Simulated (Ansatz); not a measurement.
**Two structures, one formula**

The two ends of one reaction step of GaHCl$_{3}$F, closed shell (PBE0-D4/def2-TZVP).

A:

```json
{"atom": "Ga1", "x (Å)": "-0.2007", "y (Å)": "0.6413", "z (Å)": "-0.3142"}
{"atom": "Cl2", "x (Å)": "-0.1920", "y (Å)": "-1.7148", "z (Å)": "0.7889"}
{"atom": "Cl3", "x (Å)": "-0.9894", "y (Å)": "0.2440", "z (Å)": "-2.2394"}
{"atom": "Cl4", "x (Å)": "-1.2420", "y (Å)": "1.8137", "z (Å)": "1.1098"}
{"atom": "H5", "x (Å)": "1.0796", "y (Å)": "-1.4890", "z (Å)": "0.7744"}
{"atom": "F6", "x (Å)": "1.5445", "y (Å)": "0.5049", "z (Å)": "-0.1194"}
```

B:

```
atom    x (Å)    y (Å)    z (Å)
 Ga1  -0.6401   0.1923  -0.1387
 Cl2  -0.5600  -1.7589   0.7826
 Cl3  -0.8513   0.2917  -2.2435
 Cl4  -1.0975   1.8540   1.0918
  H5   1.5946  -0.7129   0.4546
  F6   1.5542   0.1337   0.0532
```

Computed with Ansatz 0.2.0 (basis: def2-TZVPP); correlated methods freeze the cores. Filled d shells of the heavier atoms are correlated. The def2 sets are not built for correlating such inner shells, so the correlated values are less sure here. B3LYP uses VWN-RPA correlation.

**Question.** Which structure is lower at CCSD(T), and by how much? (Judge from chemistry; the value comes from the calculation.)

**Answer.** The calculation gives: B, by 8.71 kcal/mol (electronic energy, against the other). By their contacts, A is GaHCl₃F ([F][Ga]([Cl])([Cl])[ClH]) and B is GaHCl₃F ([FH][Ga]([Cl])([Cl])[Cl]).

All methods give the same order:

```json
{"method": "SPW92", "E(B) − E(A) (kcal/mol)": "-9.13"}
{"method": "PBE-D4", "E(B) − E(A) (kcal/mol)": "-8.42"}
{"method": "BLYP-D4", "E(B) − E(A) (kcal/mol)": "-7.09"}
{"method": "r2SCAN-D4", "E(B) − E(A) (kcal/mol)": "-8.54"}
{"method": "B97M-V", "E(B) − E(A) (kcal/mol)": "-8.54"}
{"method": "PBE0-D4", "E(B) − E(A) (kcal/mol)": "-9.61"}
{"method": "B3LYP-D4", "E(B) − E(A) (kcal/mol)": "-8.16"}
{"method": "r2SCAN0-D4", "E(B) − E(A) (kcal/mol)": "-9.64"}
{"method": "BHLYP-D4", "E(B) − E(A) (kcal/mol)": "-9.18"}
{"method": "CAM-B3LYP-D4", "E(B) − E(A) (kcal/mol)": "-7.99"}
{"method": "wB97X-V", "E(B) − E(A) (kcal/mol)": "-8.30"}
{"method": "wB97M-V", "E(B) − E(A) (kcal/mol)": "-9.14"}
{"method": "B2PLYP", "E(B) − E(A) (kcal/mol)": "-8.37"}
{"method": "PBE-QIDH", "E(B) − E(A) (kcal/mol)": "-9.87"}
{"method": "RPA on PBE", "E(B) − E(A) (kcal/mol)": "-7.52"}
{"method": "HF", "E(B) − E(A) (kcal/mol)": "-9.80"}
{"method": "MP2", "E(B) − E(A) (kcal/mol)": "-9.30"}
{"method": "CCSD", "E(B) − E(A) (kcal/mol)": "-8.76"}
{"method": "CCSD(T)", "E(B) − E(A) (kcal/mol)": "-8.71"}
```

No T1 diagnostic of these runs exceeds 0.012.

Labels in which every atom is bracketed show which atoms are joined, not bond orders.

For scale, one of the runs: CCSD(T)/def2-TZVPP, 219 basis functions, launched by `ansatz run in.yaml --threads 8 --pin off --events-out ev --progress --plain --max-ram 19148MiB`. Time: 96 s of wall clock on 8 CPU threads of an Intel Xeon; the host was shared. Peak host memory: 3.2 GiB.
